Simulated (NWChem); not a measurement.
CdCl cation; SMILES [Cd+][Cl]

```xyz
2

Cd     0.0000     0.0000    -0.6048
Cl     0.0000     0.0000     1.6571
```
Atoms are numbered in this order, from 1.

Level: PBE0/def2-SVP with def2 effective core potentials on Cd (NWChem), optimised geometry, unscaled harmonic frequencies. def2 effective core potentials on Cd; no spin-orbit coupling.

Question: List the harmonic frequencies with IR intensities, and the thermochemistry.

Answer: 
```tsv
frequency (cm⁻¹)	IR intensity (km/mol)
391	3.1
```

```json
{
  "zero_point_energy": "0.6 kcal/mol",
  "thermal correction to the enthalpy at 298.15 K (with zero-point energy)": "2.8 kcal/mol",
  "heat capacity Cv": "6.5 cal/(mol K)",
  "entropy at 298.15 K and 1 atm (symmetry number 1)": "58.6 cal/(mol K)"
}
```

Rigid rotor and harmonic oscillator.
